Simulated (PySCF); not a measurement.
H4SeSi, SMILES [SiH3][SeH]. Coordinates come from a PBE0-D3(BJ)/def2-TZVP optimisation.

Method: PBE0-D3(BJ)/def2-TZVP in PySCF 2.14.0.

Harmonic wavenumbers (cm⁻¹): 170, 400, 495, 593, 739, 908, 929, 955, 2229, 2237, 2251, 2442. Rotational constants (GHz): 62.70, 4.045, 3.976; symmetry number 1.

Question: Work out the zero-point energy and the ideal-gas rigid-rotor harmonic-oscillator thermochemistry at 298.15 K and 1 atm.

Answer: ZPE = ½ Σ hcν = ½ × 14348 cm⁻¹ = 20.51 kcal/mol. H − E(el) = 23.86 kcal/mol. Entropy in cal/(mol K): translation 40.03, rotation 23.28, vibration 5.16, total 68.48. G − E(el) = 3.44 kcal/mol. Cp = 15.76 cal/(mol K).
